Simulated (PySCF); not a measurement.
Vertical excitations of a molecule C3H5FOSi from PySCF 2.14.0 with TDDFT-ωB97X/def2-SVPD, as energy in eV (oscillator strength): 5.74 (0.001), 6.11 (0.001), 6.20 (0.001), 7.32 (0.018), 7.85 (0.011), 8.26 (0.422), 8.46 (0.062), 8.51 (0.133), 8.74 (0.068), 8.85 (0.023). Lowest triplet (TDA): 4.82 eV. Geometry optimised at PBE-D3(BJ)/def2-SVP. One conformer was computed; it need not be the lowest.

Task: Which structure fits?
(A) F[Si@H]1C=CCO1
(B) C[Si@]1(F)C=CO1
(C) O[Si@H]1C=C[C@H]1F
(D) C#C[Si@H](O)CF

Result: D, C#C[Si@H](O)CF
